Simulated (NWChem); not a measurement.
System: CH₃ClMgO; SMILES C[O][Mg][Cl]

```xyz
7

Mg     0.0652    -0.3409    -0.0003
Cl     0.5141    -2.4925     0.0010
O     -0.2943     1.3815    -0.0013
C     -0.5745     2.7263    -0.0021
H     -1.1585     3.0303     0.8892
H      0.3458     3.3435    -0.0069
H     -1.1659     3.0277    -0.8894
```
Atoms are numbered in this order, from 1.

Computed with NWChem. Geometry: optimised at PBE0/def2-SVP. B3LYP is NWChem's, with the RPA form of VWN correlation. Static field.

| level | isotropic polarisability (bohr³) | anisotropy (bohr³) |
|---|---|---|
| PBE/def2-SVPD | 56.3 | 24.7 |
| B3LYP/def2-SVPD | 53.0 | 21.6 |
| CAM-B3LYP/def2-SVPD | 51.2 | 19.5 |
| Hartree-Fock/def2-SVPD | 45.2 | 12.9 |
